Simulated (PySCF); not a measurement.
# Structure elucidation problem

An unknown has the formula C$_{4}$H$_{12}$O$_{2}$Si$_{3}$. Its calculated NMR data are:

¹H NMR (400 MHz, computed): δ 8.06 (s, 1H), 6.07 (br s, 1H), 5.66 (br s, 1H), 4.73 (d, 2H), 3.99 (d, 6H), -0.27 (m, 1H).

¹³C{¹H} NMR (computed): δ 165.9 (CH), 162.8 (C), 123.0 (CH2), -17.4 (CH).

All values are calculated (PySCF): GFN2-xTB structure, shielding tensors at PBE0/pcSseg-1 (GIAO). Relativity neglected, single conformer, no solvent model, equivalent nuclei averaged.

Shifts are taken against calculated references (same method and geometry level): ¹H (σref 31.72) and ¹³C (σref 186.93) against TMS.

**Question.** Which candidate is it?
A. CC(=O)[SiH2]C([SiH3])([SiH3])C=O
B. CC#C[Si@H](O[SiH3])O[SiH2]C
C. C=C(OC=O)[SiH2]C([SiH3])[SiH3]
D. C=C(C=O)[Si@H](O[SiH3])[SiH2]C

**Answer.** C. 

The formula gives 2 degrees of unsaturation (no ring in the answer). 4 carbon signals for 4 carbons: no two carbons are equivalent. Carbon types of the structure: 1 × C, 2 × CH, 1 × CH2, leaving 8 H on heteroatoms. δC 165.9: ester carbonyl carbon; lone-pair donation from the attached heteroatom keeps it upfield of a ketone carbonyl. δC 162.8: alkene carbon bearing oxygen; an sp2 carbon further deshielded by the attached heteroatom. δC 123.0: β carbon of an enol-ether or enamine type C=C. δC -17.4: sp3 CH bonded to 3 Si; an electropositive neighbour leaves it electron-rich and shielded. δH 6.07, 5.66: hydrogen on a β carbon of an enol-ether or enamine type C=C; olefinic region.

The others: CC(=O)[SiH2]C([SiH3])([SiH3])C=O would give 4 signals for carbon-bound and other non-exchanging H, not 6; CC#C[Si@H](O[SiH3])O[SiH2]C has carbons computed at 106.8, 86.4, 5.5, 1.0, with a different DEPT pattern; C=C(C=O)[Si@H](O[SiH3])[SiH2]C would give 8 signals for carbon-bound and other non-exchanging H, not 6.

Shifts are as computed. Against solution values, carbons near 30 ppm lie about +3 ppm off and those near 130 ppm about +5 ppm. Of 1309 compounds with measured shifts, 239 miss one by over three times the rms of a fit or turn the order of signals round; such compounds aren't used in these exercises. Multiplicities follow the n + 1 count of equivalent neighbours, as no J values were calculated; m marks all less simple cases, F and P coupling included.
